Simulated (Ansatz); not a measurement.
Ansatz (a quantum-chemistry and plane-wave program) input file for ClGeH5SSi, SMILES [SiH2](Cl)[S][GeH3], CAM-B3LYP/def2-SVPD. Geometry: B3LYP-D3(BJ)/def2-SVP. The structure was generated by enumeration, and PubChem lists no compound with its InChIKey, so it may never have been made. The values are those of a single conformer.

Ansatz 0.2 input:
```yaml
crystal:
  periodic: [false, false, false]
  atoms:
    - {symbol: Si, position_ang: [1.68436941, 0.45902550, -0.20345234]}
    - {symbol: Cl, position_ang: [1.52424702, 0.19356200, 1.85912858]}
    - {symbol: S, position_ang: [0.25894855, -0.73240513, -1.25772435]}
    - {symbol: Ge, position_ang: [-1.62686990, -0.01051155, -0.23200407]}
    - {symbol: H, position_ang: [3.02778373, 0.01234718, -0.64589237]}
    - {symbol: H, position_ang: [1.48484653, 1.90978255, -0.45042460]}
    - {symbol: H, position_ang: [-2.75379781, -0.25108249, -1.24994475]}
    - {symbol: H, position_ang: [-1.47391991, 1.48854969, 0.08522765]}
    - {symbol: H, position_ang: [-1.86162381, -0.82165663, 1.05190064]}
basis:
  gaussian:
    orbitals: def2-SVPD
hamiltonian:
  xc: {name: CAM-B3LYP}
```

It prints:

```
Functional definition: CAM-B3LYP
integrals: 0.15 GiB planned
1542 factors; their error is unknown
integrals: 0.18 GiB planned
580 factors; integrals over basis functions are off by at most 2.2e-5 eV
mean field: 1.35 GiB planned
mean field evaluation 1: about -87823.8285 eV, gradient 2.3e1 eV
mean field evaluation 2: about -87824.0687 eV, gradient 2.1e1 eV
mean field evaluation 4: about -87824.8358 eV, gradient 6.5e-1 eV
mean field evaluation 8: about -87825.1391 eV, gradient 1.8e-2 eV
mean field -87825.13909393 eV, -3227.5143316846 hartree, gradient 5.9e-5 eV, S^2 0.000000; 0 other end points of the search recorded, 0 dependent functions left out
reference -87825.13924193 eV, -3227.5143371233 hartree; 42, 42 occupied and 114, 114 virtual orbitals, 1542 factors
Total energy: -87825.13924193 eV, -3227.5143371233 hartree
```

The run converged.
